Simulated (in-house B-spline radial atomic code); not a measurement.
Zn²⁺. Computed with a B-spline radial atomic code. Model: non-relativistic spherical atom: semilocal Troullier-Martins pseudo-atom, one channel per l, against all electrons, high spin, G0W0 and RPA with empty states to l = 8, local potential for every l without a channel, a model core (radius 0 = none) keeps its share of the functional.

What the tables leave out is listed at the end.

The pseudopotential gives back the lowest level of each angular momentum of its own functional in the configuration it was made in; a second state of the same l is only approximately right. Exact exchange, RPA and GW see the smooth pseudo-orbitals and miss the exchange with the core, for which the functional's share stands in. The column with an uncorrelated core keeps all orbitals and exact exchange, and so separates missing core correlation from pseudisation. Only the three outermost levels and the lowest empty one were computed. RPA here is direct RPA, with no exchange kernel, and its energies carry an (l + 1/2)⁻⁴ tail. A hybrid on a potential with a model core restores only its own semilocal share of the core's exchange.

Command:
```bash
python run_psgw.py task.json out
```
Settings (lengths in bohr, energies in hartree):
```
Z                      30
electrons              28
configuration          [Ar] 3d10
generated_in           [Ar] 3d10
functional             pbe,pbe
core_shells            3
radius_factor          1
core_correction        False
```

Time taken, with all properties: 27 s on 1 thread of Arm Neoverse N1 (shared host).

Given: made with PBE; model core radius 0 bohr; local radius 0.759 bohr; mean-field start PBE.

Valence shells of the generating configuration: 3s, 3p, 3d.

Channel: s 0.596, p 0.596, d 1.686 (radii in bohr).

Computed: largest level miss in the spin-unpolarised generating configuration 0 eV; valence RPA correlation energy all-electron orbitals -1.3668 hartree; all-electron RPA polarisability, core included 2.6435 bohr³; pseudo-atom RPA polarisability 2.6939 bohr³.

```tsv
level	occupied	mean-field all-electron (eV)	mean-field pseudo minus all (eV)	G0W0 all-electron (eV)	G0W0 uncorrelated core minus all (eV)	G0W0 pseudo minus all (eV)	exchange self-energy all-electron (eV)	exchange self-energy pseudo (eV)
3d	1	-31.081	0	-39.994	0.086	0.28	-52.429	-46.334
4s (empty)	0	-22.591	-0.083	-17.922	0.009	-0.173	-3.732	-3.1
```

Problem. What is the valence RPA correlation energy pseudo?

Solution. -1.1808 hartree.

Given: mean-field start PBE0.

Computed: valence RPA correlation energy all-electron orbitals -1.3131 hartree; valence RPA correlation energy pseudo -1.1392 hartree; all-electron RPA polarisability, core included 2.2237 bohr³.

| level | occupied | mean-field all-electron (eV) | mean-field pseudo minus all (eV) | G0W0 all-electron (eV) | G0W0 uncorrelated core minus all (eV) | G0W0 pseudo minus all (eV) | exchange self-energy all-electron (eV) | exchange self-energy pseudo (eV) |
| --- | --- | --- | --- | --- | --- | --- | --- | --- |
| 3d | 1 | -33.954 | 0.08 | -40.206 | 0.102 | 0.104 | -52.669 | -46.527 |
| 4s (empty) | 0 | -21.013 | -0.114 | -17.752 | 0.008 | -0.192 | -3.4159 | -2.8668 |

Problem. What is the pseudo-atom RPA polarisability?

Solution. 2.2935 bohr³.

Given: mean-field start Hartree-Fock.

Computed: valence RPA correlation energy all-electron orbitals -1.1845 hartree; valence RPA correlation energy pseudo -1.0377 hartree; pseudo-atom RPA polarisability 1.6571 bohr³.

```csv
level,occupied,mean-field all-electron (eV),mean-field pseudo minus all (eV),G0W0 all-electron (eV),G0W0 uncorrelated core minus all (eV),G0W0 pseudo minus all (eV),exchange self-energy all-electron (eV),exchange self-energy pseudo (eV)
3d,1,-41.74,0.402,-40.264,0.104,-0.075,-53.115,-46.882
4s (empty),0,-16.474,-0.154,-17.355,0.006,-0.228,-2.4101,-2.1005
```

Problem. What is the all-electron RPA polarisability, core included?

Solution. 1.5582 bohr³.

Among the listed levels the largest G0W0 shift of the pseudo-atom is +0.28 eV, for 3d on the PBE start, while leaving the core uncorrelated moves that level by +0.09 eV. So pseudisation and the lost core exchange, not the missing core correlation, make the error. Not in the tables (levels of low weight, unsolved or above zero; the highest and the empty levels are kept at any weight): on PBE the G0W0 levels 3p (pseudo minus all -0.60 eV, weights 0.48 and 0.54), 3s (pseudo minus all -0.44 eV, weights 0.36 and 0.44); on PBE0 the G0W0 levels 3p (pseudo minus all -0.81 eV, weights 0.60 and 0.56), 3s (pseudo minus all -0.91 eV, weights 0.25 and 0.54); on Hartree-Fock the G0W0 levels 3p (pseudo minus all -0.87 eV, weights 0.60 and 0.76), 3s (pseudo minus all -1.70 eV, weights 0.34 and 0.48).
